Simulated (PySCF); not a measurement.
B$_{2}$H$_{2}$N (calculated)

All values are calculated (PySCF 2.14.0). Calculation on a computer-drawn molecule: vertical ionisation energy to the stated ion spin, frozen-core CCSD(T) at the basis limit and cheaper methods, single-reference cases, UHF for radicals, no spin-orbit; all values are single points at the evaluated structure, the first of each entry, which is the reference or a displaced copy of it and isn't optimised; the reference structure only sets the zero of the energies above reference; triples share is (T) over the correlation energy.

Common to all runs: charge 1; multiplicity 1; ion multiplicity 2; diffuse functions no; basis cc-pVnZ; reference is the Hartree-Fock double-zeta minimum; best is HF at quadruple zeta + MP2 correlation extrapolated from triple and quadruple zeta + CCSD(T) minus MP2 at triple zeta; basis step is the size of the change from the same recipe one zeta lower.

```json
{"entry": 1, "formula": "B2H2N", "evaluated_structure": {"atoms_angstrom": [["B", -2.9422, 0.7456, -1.499], ["N", -1.9968, 0.9071, -0.6877], ["B", -1.1778, 1.1007, 0.3316], ["H", -3.6021, 0.6452, -2.307], ["H", -0.5023, 1.1743, 1.0695]]}, "reference_structure": {"atoms_angstrom": [["B", -2.9388, 0.759, -1.5943], ["N", -2.055, 0.9117, -0.6738], ["B", -1.1712, 1.0642, 0.2466], ["H", -3.7422, 0.6203, -2.4311], ["H", -0.3676, 1.2031, 1.0834]]}, "given": {"drawn_bonds_atom": [1, 2, 1, 3], "drawn_bonds_other_atom": [2, 3, 4, 5], "drawn_bonds_order": [2, 1, 1, 1]}, "results": {"ionisation_energy_best [eV]": 19.97, "ionisation_energy_basis_step [eV]": 0.02567, "energy_above_reference_best [kcal/mol]": 19.92, "energy_above_reference_basis_step [kcal/mol]": 0.1015, "triple_zeta_method": ["HF", "PBE", "r2SCAN", "B3LYP", "wB97X", "MP2", "CCSD", "CCSD(T)"], "triple_zeta_ionisation_energy [eV]": [17.98, 20.13, 19.91, 19.97, 19.75, 20.01, 19.65, 19.85], "triple_zeta_energy_above_reference [kcal/mol]": [19.67, 21.28, 20.09, 19.49, 20.59, 19.77, 20.09, 20.19], "ionisation_energy_Koopmans_at_triple_zeta [eV]": 20.0, "ionisation_energy_EOM_CCSD_at_triple_zeta [eV]": 19.74, "total_energy_HF_triple_zeta [hartree]": -104.7546, "total_energy_CCSD(T)_triple_zeta [hartree]": -105.1272, "total_energy_best [hartree]": -105.1764, "T1_diagnostic_at_triple_zeta": 0.01381, "D1_diagnostic_at_triple_zeta": 0.03204, "ion_T1_diagnostic_at_triple_zeta": 0.01068, "ion_D1_diagnostic_at_triple_zeta": 0.02667, "ion_spin_squared_at_triple_zeta": 0.7558, "triples_share_at_triple_zeta": 0.04394, "basis_functions_triple_zeta": 118}}
{"entry": 2, "formula": "B2H2N", "evaluated_structure": {"atoms_angstrom": [["B", -2.9043, 0.7348, -1.4481], ["N", -2.0123, 0.8527, -0.6894], ["B", -1.2355, 1.0945, 0.2873], ["H", -3.7487, 0.5801, -2.4736], ["H", -0.3463, 1.2109, 1.1308]]}, "reference_structure": {"atoms_angstrom": [["B", -2.9388, 0.759, -1.5943], ["N", -2.055, 0.9117, -0.6738], ["B", -1.1712, 1.0642, 0.2466], ["H", -3.7422, 0.6203, -2.4311], ["H", -0.3676, 1.2031, 1.0834]]}, "given": {"drawn_bonds_atom": [1, 2, 1, 3], "drawn_bonds_other_atom": [2, 3, 4, 5], "drawn_bonds_order": [2, 1, 1, 1]}, "results": {"ionisation_energy_best [eV]": 20.6, "ionisation_energy_basis_step [eV]": 0.03411, "energy_above_reference_best [kcal/mol]": 23.1, "energy_above_reference_basis_step [kcal/mol]": 0.9877, "triple_zeta_method": ["HF", "PBE", "r2SCAN", "B3LYP", "wB97X", "MP2", "CCSD", "CCSD(T)"], "triple_zeta_ionisation_energy [eV]": [18.7, 20.27, 20.33, 20.45, 20.39, 20.63, 20.3, 20.48], "triple_zeta_energy_above_reference [kcal/mol]": [22.53, 22.88, 22.89, 22.75, 22.49, 24.58, 23.4, 23.98], "ionisation_energy_Koopmans_at_triple_zeta [eV]": 20.8, "ionisation_energy_EOM_CCSD_at_triple_zeta [eV]": 20.41, "total_energy_HF_triple_zeta [hartree]": -104.7500, "total_energy_CCSD(T)_triple_zeta [hartree]": -105.1211, "total_energy_best [hartree]": -105.1713, "T1_diagnostic_at_triple_zeta": 0.0125, "D1_diagnostic_at_triple_zeta": 0.02801, "ion_T1_diagnostic_at_triple_zeta": 0.02027, "ion_D1_diagnostic_at_triple_zeta": 0.0851, "ion_spin_squared_at_triple_zeta": 0.7552, "triples_share_at_triple_zeta": 0.04205, "basis_functions_triple_zeta": 118}}
```
